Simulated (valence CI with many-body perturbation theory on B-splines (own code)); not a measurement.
**Pt45+: calculated level list**

Level of theory: configuration interaction combined with many-body perturbation theory (CI+MBPT): five valence electrons over a frozen Dirac-Fock core [Ar] 3d10, radial functions for each j: 11 s, 11 p, 10 d, 8 f, 5 g, 2 h, with the one-electron correlation potential Σ1 (screened to all orders), the two-electron term Σ2, the three-electron term Σ3, Breit, model QED; selected single and double excitations, second order for the rest, scaled by the run's own slope (own B-spline code, finite nucleus).

No measured spectrum was set against this ion. As an estimate, large intervals hold to a few tenths of a per cent, small ones and those within an open d or f shell to about a per cent. Among the levels kept, up to 2200 cm⁻¹ of a level comes from second order outside the variational space, and about a tenth of that is noise between levels of different J, which matters for small intervals.

Levels 136 to 180 of 186, with energies above the lowest level, (4s^2 4p1/2^2 4p3/2) J=3/2. "Leading %" is the weight of the configuration and term that name the level; weights of strongly mixed levels are sums over their largest components and can fall short, so below about 35 % the name and the second component can differ from the true leading terms, or belong to a minority configuration. In the jj column 3d3/2^4 stands for four electrons in 3d with j = 3/2. Lifetimes count E1, E2, E3, M1 and M2 decay at the calculated energies, and are blank where another channel may lead or the interval is too uncertain; long ones can be off by a factor of two.

```csv
No.,Configuration,Term,J,E (Ry),Leading %,Lifetime,Second component,Leading jj
136,4s4p³4d,²D°,3/2,43.474,34,463 fs,21 % 4s4p³4d ²P°,4s 4p1/2 4p3/2^2 4d5/2 (80 %)
137,4s4p²4d²,⁴F,7/2,43.741,25,4.26 ps,18 % 4s4p²4d² ⁶G,4s 4p1/2^2 4d3/2 4d5/2 (87 %)
138,4s4p²4d²,⁴F,5/2,43.918,17,3.81 ps,13 % 4s4p²4d² ⁶G,4s 4p1/2^2 4d3/2 4d5/2 (86 %)
139,4s4p²4d²,⁶D,3/2,44.110,29,2.87 ps,23 % 4s4p²4d² ⁴P,4s 4p1/2^2 4d3/2 4d5/2 (92 %)
140,4s4p²4d²,²G,9/2,44.146,16,6.00 ps,13 % 4s4p²4d² ⁴F,4s 4p1/2^2 4d3/2 4d5/2 (77 %)
141,4s4p²4d²,⁴H,7/2,44.453,21,5.11 ps,18 % 4s4p²4d² ²G,4s 4p1/2^2 4d3/2 4d5/2 (75 %)
142,4s²4p4d²,⁴F°,3/2,44.599,26,244 fs,25 % 4s²4p4d² ⁴D°,4s^2 4p3/2 4d3/2^2 (82 %)
143,4s4p²4d²,⁴F,3/2,44.619,12,3.76 ps,9 % 4s4p²4d² ²D,4s 4p1/2^2 4d3/2 4d5/2 (74 %)
144,4s4p²4d²,²F,5/2,44.636,24,3.15 ps,14 % 4s4p²4d² ⁴G,4s 4p1/2^2 4d3/2 4d5/2 (86 %)
145,4s²4p4d²,⁴D°,1/2,44.639,64,267 fs,19 % 4s²4p4d² ²P°,4s^2 4p3/2 4d3/2^2 (86 %)
146,4s²4p4d²,⁴F°,5/2,44.666,33,266 fs,17 % 4s²4p4d² ²F°,4s^2 4p3/2 4d3/2^2 (82 %)
147,4s²4p4d²,²G°,7/2,44.693,29,291 fs,23 % 4s²4p4d² ²F°,4s^2 4p3/2 4d3/2^2 (85 %)
148,4s4p²4d²,²P,1/2,45.002,33,3.13 ps,20 % 4s4p²4d² ⁴D,4s 4p1/2^2 4d3/2 4d5/2 (84 %)
149,4s²4p4d²,²P°,3/2,45.252,25,287 fs,18 % 4s²4p4d² ⁴P°,4s^2 4p3/2 4d3/2^2 (81 %)
150,4s4p³4f,⁴F,7/2,45.315,16,2.33 ps,13 % 4s4p³4f ⁶F,4s 4p1/2^2 4p3/2 4f5/2 (80 %)
151,4s4p³4f,⁴F,5/2,45.432,25,2.03 ps,21 % 4s4p³4f ⁶F,4s 4p1/2^2 4p3/2 4f5/2 (86 %)
152,4s4p³4f,⁴D,3/2,45.589,30,2.14 ps,29 % 4s4p³4f ⁶F,4s 4p1/2^2 4p3/2 4f5/2 (86 %)
153,4s²4p4d²,⁴G°,9/2,45.617,50,493 fs,22 % 4s²4p4d² ⁴F°,4s^2 4p3/2 4d3/2 4d5/2 (91 %)
154,4s4p³4f,⁴D,1/2,45.631,52,2.29 ps,32 % 4s4p³4f ⁶F,4s 4p1/2^2 4p3/2 4f5/2 (94 %)
155,4s4p³4f,⁴F,9/2,45.646,29,2.91 ps,27 % 4s4p³4f ⁶F,4s 4p1/2^2 4p3/2 4f7/2 (62 %)
156,4s²4p4d²,²F°,7/2,45.694,31,479 fs,27 % 4s²4p4d² ⁴F°,4s^2 4p3/2 4d3/2 4d5/2 (87 %)
157,4p⁵,²P°,1/2,45.751,74,388 fs,5 % 4s4p³4d ²S°,4p1/2 4p3/2^4 (74 %)
158,4s4p²4d²,⁴F,9/2,45.859,16,1.94 ps,12 % 4s4p²4d² ⁶D,4s 4p1/2^2 4d5/2^2 (54 %)
159,4s4p³4f,⁶F,7/2,45.905,14,4.07 ps,13 % 4s4p³4f ²F,4s 4p1/2^2 4p3/2 4f7/2 (73 %)
160,4s4p³4f,⁴G,11/2,45.912,47,3.79 ps,30 % 4s4p³4f ⁶F,4s 4p1/2^2 4p3/2 4f7/2 (95 %)
161,4s²4p4d²,⁴P°,5/2,45.913,41,549 fs,26 % 4s²4p4d² ⁴D°,4s^2 4p3/2 4d3/2 4d5/2 (89 %)
162,4s²4p4d²,⁴D°,3/2,45.924,35,509 fs,23 % 4s²4p4d² ²D°,4s^2 4p3/2 4d3/2 4d5/2 (79 %)
163,4s²4p4d²,⁴G°,11/2,45.936,53,716 fs,44 % 4s²4p4d² ²H°,4s^2 4p3/2 4d3/2 4d5/2 (84 %)
164,4s²4p4d²,²S°,1/2,45.953,37,467 fs,23 % 4s²4p4d² ⁴P°,4s^2 4p3/2 4d3/2 4d5/2 (80 %)
165,4s²4p4d²,⁴D°,5/2,45.964,35,590 fs,31 % 4s²4p4d² ²F°,4s^2 4p3/2 4d3/2 4d5/2 (82 %)
166,4s²4p4d²,²F°,7/2,46.049,27,608 fs,24 % 4s²4p4d² ²G°,4s^2 4p3/2 4d3/2 4d5/2 (79 %)
167,4s4p³4f,⁴F,5/2,46.192,24,2.05 ps,17 % 4s4p³4f ⁴D,4s 4p1/2^2 4p3/2 4f7/2 (70 %)
168,4s4p³4f,²F,5/2,46.374,20,1.61 ps,10 % 4s4p³4f ²D,4s 4p1/2^2 4p3/2 4f5/2 (49 %)
169,4s²4p4d²,²G°,9/2,46.380,33,906 fs,18 % 4s²4p²4f ²H°,4s^2 4p3/2^2 4f5/2 (46 %)
170,4s²4p4d²,²G°,7/2,46.568,24,782 fs,12 % 4s²4p²4f ⁴F°,4s^2 4p3/2 4d3/2 4d5/2 (46 %)
171,4s4p³4f,⁴H,7/2,46.576,13,1.58 ps,10 % 4s4p³4f ⁴G,4s 4p1/2^2 4p3/2 4f5/2 (46 %)
172,4s4p³4f,⁴F,3/2,46.626,18,1.87 ps,9 % 4s4p³4f ²D,4s 4p1/2^2 4p3/2 4f5/2 (34 %)
173,4s4p³4f,²D,3/2,46.640,34,2.13 ps,11 % 4s4p³4f ²P,4s 4p1/2^2 4p3/2 4f5/2 (42 %)
174,4s²4p²4f,²F°,5/2,46.714,13,1.29 ps,12 % 4s²4p²4f ⁴D°,4s^2 4p3/2^2 4f5/2 (60 %)
175,4s4p²4d²,²D,5/2,46.804,10,1.49 ps,7 % 4s4p²4d² ⁴D,4s 4p1/2^2 4d5/2^2 (59 %)
176,4s²4p²4f,²D°,3/2,46.819,33,1.67 ps,19 % 4s²4p²4f ⁴D°,4s^2 4p3/2^2 4f5/2 (64 %)
177,4s²4p4d²,²H°,11/2,46.822,30,12.0 ps,30 % 4s²4p4d² ⁴G°,4s^2 4p3/2 4d5/2^2 (54 %)
178,4s4p³4f,²F,7/2,46.822,12,1.80 ps,9 % 4s4p³4f ⁴D,4s 4p1/2^2 4p3/2 4f7/2 (53 %)
179,4s²4p4d²,²D°,5/2,46.868,32,2.60 ps,13 % 4s²4p4d² ⁴P°,4s^2 4p3/2 4d5/2^2 (52 %)
180,4s²4p²4f,⁴D°,1/2,46.911,34,1.34 ps,23 % 4s²4p²4f ²P°,4s^2 4p3/2^2 4f5/2 (57 %)
```

Where two levels of one J and parity lie close, their mixing, g and order are uncertain.
